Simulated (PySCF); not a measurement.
Ho(2+) (holmium, charge +2) across methods

[Xe] 4f10 6p1, one real determinant (an excited configuration). All numbers are calculated (PySCF 2.14, scalar relativity by spin-free X2C-1e, in ANO-RCC-VTZP).

```
method   E (hartree)  mean ε 4f α (eV)  mean ε 4f β (eV)  mean ε 6p α (eV)  Σ⟨r²⟩ (bohr²)   ⟨S²⟩
   LDA     -12605.65           -29.182           -26.288           -13.095          51.38  8.752
   PBE     -12614.48           -28.869           -26.274           -13.077          51.67  8.752
   UHF  -12610.10714           -41.570           -37.157           -14.436          53.70  8.754
  PBE0     -12614.32           -32.218           -29.200           -13.526          51.93  8.752
r2SCAN     -12614.68           -29.157           -26.541           -13.086          51.81  8.753
```

⟨L²⟩ = 35.94 against 56 for a pure K term, so this real determinant mixes terms. Spin-orbit coupling, absent here, splits the open shell strongly.
